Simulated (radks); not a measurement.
Results of a calculation; reference values are marked as such.
The oxygen anion O2-, [Ne], held by a Watson sphere: a shell of charge +2 at radius R that stands for the Madelung well of a crystal (potential energy -2/R inside, -2/r outside, in hartree with lengths in bohr). Level of theory: scalar-relativistic Kohn-Sham, PBEsol, spin-polarised, spherical densities, finite nucleus; Fermi nuclear charge, rms radius of each element as measured or else 0.836 A^(1/3) + 0.57 fm (a radial shooting solver on a logarithmic mesh with Libxc functionals). Response by self-consistent Sternheimer equations with the Hartree and adiabatic LDA kernel, the relativistic mass of each level held fixed and spin-orbit coupling left out. The sphere does not respond.

| R (bohr) | e(1s) (eV) | e(2s) (eV) | e(2p) (eV) | <r> 2p (bohr) | sum of <r^2> (bohr^2) | X-ray form factor at sin(theta)/lambda = 0.1 1/angstrom | alpha (bohr^3) |
|---|---|---|---|---|---|---|---|
| 2.07 | -506.64 | -21.652 | -7.455 | 1.508 | 22.17 | 8.595 | 15.69 |
| 2.12 | -506.62 | -21.443 | -7.283 | 1.519 | 22.52 | 8.578 | 16.48 |
| 2.94 | -505.92 | -18.858 | -4.989 | 1.692 | 28.33 | 8.329 | 36.16 |
| 3.05 | -505.81 | -18.610 | -4.750 | 1.713 | 29.14 | 8.299 | 40.02 |
| 3.07 | -505.79 | -18.567 | -4.708 | 1.717 | 29.29 | 8.294 | 40.76 |
| 3.18 | -505.68 | -18.341 | -4.485 | 1.737 | 30.11 | 8.266 | 45.07 |
| 3.36 | -505.50 | -18.005 | -4.149 | 1.771 | 31.48 | 8.221 | 53.03 |
